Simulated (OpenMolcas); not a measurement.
An atom or ion with 25 electrons was computed by SS-CASPT2, IPEA 0.25 Eh, imaginary shift 0.1 Eh with spin-orbit coupling (OpenMolcas, ANO-RCC-VQZP, DKH2). The lowest levels that the run gave, each within 12 % of the measured value where one is at hand:

```
   J  Parity  E (cm-1)      g
 9/2    even       0.0  1.334
 7/2    even       826  1.238
 5/2    even      1431  1.029
 3/2    even      1845  0.400
 5/2    even     15510  1.600
 3/2    even     15800  1.722
 1/2    even     16180  2.646
 9/2    even     16190  1.108
 7/2    even     16970  0.889
 3/2    even     21260  1.237
11/2    even     21950  1.091
 1/2    even     22220  0.690
```

Question: Which ion is it, and what are the configurations and terms?

Answer: Co²⁺ (Z = 27, charge +2; active space 7 electrons in 5 orbitals (3d)). J, parity and g give the terms where levels are pure, and mixed ones are named by the computed weights; the size of the splittings, set against known spectra of the 25-electron sequence, gives the charge. In order, with the measured energies in cm-1 (Sugar and Corliss, J. Phys. Chem. Ref. Data 10, 1097 (1981)): 3d7 4F 9/2, 3d7 4F 7/2 (841), 3d7 4F 5/2 (1451), 3d7 4F 3/2 (1867), 3d7 4P 5/2 (15202), 3d7 4P 3/2 (15428), 3d7 4P 1/2 (15811), 3d7 2G 9/2 (16978), 3d7 2G 7/2 (17766), 3d7 2P 3/2 (20195), 3d7 2H 11/2 (22720), 3d7 2P 1/2.

CASPT2 does not keep the components of a term degenerate, so their means are used; among the terms shown or strongly mixed into the levels shown the widest spread is 1300 cm-1 (3d7 2H). The CASPT2 spread within a term exceeds the gap to the next term for 3d7 2P and 3d7 2H, 3d7 2H and 3d7 2D(1), so the order of their levels is uncertain. Measured partners are found by configuration, term and J. A level has none where our copy of the source lacks it or the pairing is in doubt (some pairs that miss far off the trend of their configuration count as doubtful), and it then counts in no deviation. Only configurations of the active space appear.

A number in round brackets counts repeated terms of one configuration in the order of the reference energies.
